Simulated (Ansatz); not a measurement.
`CC(=O)SC12CC3CC(CC(C3)C1)C2`, relaxed as a singlet with RKS PBE0-D4/def2-SVP in Ansatz, starting from the GFN2-xTB geometry. Force threshold 0.03 eV/Å.

Start:

```xyz
32

C     0.5346    3.2716    3.2767
C     0.0576    2.1459    2.4074
O    -1.0095    1.6015    2.4944
S     1.2772    1.7062    1.2017
C     0.4965    0.3745    0.1613
C    -0.7594    0.9135   -0.5084
C    -1.3405   -0.1799   -1.4076
C    -1.6826   -1.4045   -0.5600
C    -0.4125   -1.9298    0.1080
C     0.6100   -2.3130   -0.9612
C     0.9502   -1.0820   -1.8002
C    -0.3176   -0.5619   -2.4765
C     1.5328    0.0071   -0.8969
C     0.1728   -0.8435    1.0141
H     0.7624    4.1368    2.6585
H    -0.2340    3.5258    4.0023
H     1.4477    2.9790    3.7895
H    -0.5128    1.7985   -1.1008
H    -1.4924    1.1992    0.2473
H    -2.2489    0.2010   -1.8869
H    -2.4171   -1.1343    0.2016
H    -2.1207   -2.1820   -1.1900
H    -0.6543   -2.8076    0.7171
H     0.2006   -3.0963   -1.6029
H     1.5141   -2.7055   -0.4899
H     1.6912   -1.3483   -2.5622
H    -0.0817    0.3072   -3.0950
H    -0.7324   -1.3336   -3.1287
H     2.4461   -0.3501   -0.4151
H     1.7913    0.8896   -1.4869
H     1.0806   -1.2081    1.5020
H    -0.5493   -0.5770    1.7872
```

| step | energy (eV) | largest force component (eV/Å) | SCF passes |
| --- | --- | --- | --- |
| 1 | -25587.6644 | 0.852 | 17 |
| 2 | -25587.7198 | 0.318 | 22 |
| 3 | -25587.7261 | 0.225 | 22 |
| 4 | -25587.7270 | 0.222 | 21 |
| 5 | -25587.7289 | 0.038 | 22 |
| 6 | -25587.7291 | 0.007 | 16 |

Force components are those of the run's own axes.

End:

Cartesian coordinates in Å:
```
C 0.569 3.261 3.300
C 0.070 2.162 2.394
O -1.020 1.661 2.500
S 1.282 1.716 1.167
C 0.479 0.399 0.169
C -0.785 0.913 -0.528
C -1.352 -0.193 -1.426
C -1.688 -1.419 -0.572
C -0.418 -1.933 0.112
C 0.618 -2.313 -0.949
C 0.954 -1.082 -1.796
C -0.315 -0.574 -2.486
C 1.522 0.020 -0.894
C 0.155 -0.836 1.018
H 0.792 4.165 2.714
H -0.206 3.482 4.045
H 1.498 2.953 3.803
H -0.535 1.805 -1.127
H -1.527 1.213 0.226
H -2.266 0.180 -1.917
H -2.446 -1.157 0.186
H -2.125 -2.212 -1.203
H -0.659 -2.815 0.729
H 0.227 -3.118 -1.594
H 1.531 -2.703 -0.467
H 1.711 -1.345 -2.554
H -0.081 0.299 -3.119
H -0.720 -1.354 -3.153
H 2.447 -0.326 -0.403
H 1.784 0.908 -1.493
H 1.072 -1.190 1.516
H -0.569 -0.565 1.799
```

By distances, no bond broke or formed. The bond that changes most is S4–C5, from 1.86 to 1.84 Å (atoms count from 1).

No frequencies were taken in this run, so the end may be a saddle point.

Hardware: 4 threads of Arm Neoverse V2 on a shared host. Wall time 1.8 min, peak host memory 1.7 GiB.
